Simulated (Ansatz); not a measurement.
Stepwise reaction of `C[CH2][Sn][CH2]C` with water, as a gas-phase model of exchange steps in deposition or etching. ΔE in kJ/mol; ΔG adds harmonic PBE0-D4 terms to CCSD(T)/CBS, at 1 bar.

Program: Ansatz. Geometries: PBE0-D4/def2-TZVP. ΔE: electronic, gas phase. CCSD(T)/CBS is the MP2 limit (def2-TZVPP, def2-QZVPP) plus CCSD(T) − MP2 in def2-TZVPP, frozen cores. This one scheme is used for every species. Functionals use def2-TZVPP. B3LYP here is the variant with VWN-RPA as its local correlation; programs differ in this. def2 core potentials past Kr. For Sn outer-core shells are correlated without core-valence functions, which leaves a few kJ/mol of doubt a bond. Each species was taken in one conformer, which may not be the lowest.

```
step                                        reaction  PBE-D4  B3LYP-D4  ωB97M-V  CCSD(T)/CBS  ΔG(500 K)
   2  `C[CH2][Sn][OH]` + H₂O → `[OH][Sn][OH]` + `CC`  -113.9    -119.1   -116.2       -112.7     -107.5
```

(1) Give the row of step 1, `C[CH2][Sn][CH2]C` + H₂O → `C[CH2][Sn][OH]` + `CC`. (An estimate is asked.)

(2) By hand: ΔE of the 2 steps together at CCSD(T)/CBS.

## Answers

(1) The calculation gave: 
```
step                                            reaction  PBE-D4  B3LYP-D4  ωB97M-V  CCSD(T)/CBS  ΔG(500 K)
   1  `C[CH2][Sn][CH2]C` + H₂O → `C[CH2][Sn][OH]` + `CC`  -112.4    -113.9   -110.3       -103.1      -95.1
```

(2) (-103.1) + (-112.7) = -215.8 kJ/mol, or -107.9 kJ/mol a step.

In ΔE each step is lower than the one before. All are downhill at CCSD(T)/CBS. ΔG lies between -107.5 and -95.1 kJ/mol a step. PBE-D4 differs from CCSD(T)/CBS by -9.3 to -1.2 kJ/mol a step. Isolated molecules leave out the surface, adducts and barriers. Largest T1 diagnostic: 0.018.
